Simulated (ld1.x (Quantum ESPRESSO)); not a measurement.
**Co: one change to a TM potential, before and after**

Co (Z = 27), norm-conserving Troullier–Martins (Kleinman–Bylander form), made with ld1.x (Quantum ESPRESSO) 7.5 (PBE, scalar-relativistic). Core [Ar], reference 3d7 4s1 4p0 (charge +1). Waves: 4s (bound): rc 2.35 bohr; 4p (bound, empty): rc 3.05 bohr; 3d (bound): rc 1.20 bohr. Local part: all-electron potential smoothed inside 1.70 bohr (lloc = -1). Core correction: Bessel-smoothed model core inside 0.60 bohr.

All-electron outer shells of the reference configuration (PBE, scalar-relativistic, ld1.x):

| shell | level (eV) | outermost node (bohr) | outermost maximum (bohr) |
| --- | --- | --- | --- |
| 3p | -74.47 | 0.28 | 0.68 |
| 3d | -16.96 | – | 0.66 |
| 4s | -12.76 | 0.96 | 2.21 |
| 4p | -7.47 | 1.04 | 2.76 |

Change: wave 4s (bound): rc 2.35 bohr becomes 4s (bound): rc 2.58 bohr.

Cutoffs: the cutoffs (Ry, on a coarse ladder) from which the occupation-weighted sum of valence levels, in a spherical-Bessel basis at the reference potential, stays within 10 and 1 mRy of its value at 400 Ry; they do not see the model core or the augmentation charge, which bear on the density cutoff. Errors are all-electron minus pseudo energies relative to the spin-unpolarised reference configuration.

Question: What does the change do?

Answer: The potential gets neither clearly harder nor softer (160 Ry and 260 Ry → 160 Ry and 260 Ry); the s channel binds one level more than in the base; of the 7 tests that both files solve, the error grows in 4 and shrinks in 3 by more than 15 % and 0.3 meV (median size 1.7 → 4.1 meV); neither file shows a bound ghost.

| quantity | base | changed |
| --- | --- | --- |
| cutoff, loose | 160 Ry | 160 Ry |
| cutoff, tight | 260 Ry | 260 Ry |
| bound ghosts | none | none |
| error for 3d7 4s2 4p0, meV [ΔE -9.03 eV] | -1.5 | +0.1 |
| error for 3d7 4s0 4p0, meV [ΔE 16.79 eV] | -18 | -21 |
| error for 3d6 4s0 4p0, meV [ΔE 52.66 eV] | -247 | -290 |
| error for 3d8 4s1 4p0, meV [ΔE -10.23 eV] | -68 | -54 |
| error for 3d7 4s1.5 4p0, meV [ΔE -5.43 eV] | -0.5 | -0.1 |
| error for 3d7 4s0 4p1, meV [ΔE 5.37 eV] | -1.7 | -4.1 |
| error for 3d7.5 4s1.5 4p0, meV [ΔE -9.99 eV] | -0.8 | +4.1 |
| s: phases at 3.31 bohr within 0.05 rad from the reference energy up to (Ry; the scan ends near 5) | -0.2 | -0.2 |
| p: phases at 3.31 bohr within 0.05 rad from the reference energy up to (Ry; the scan ends near 5) | 1.1 | 1.1 |
| d: phases at 3.31 bohr within 0.05 rad from the reference energy up to (Ry; the scan ends near 5) | 0.2 | 0.2 |
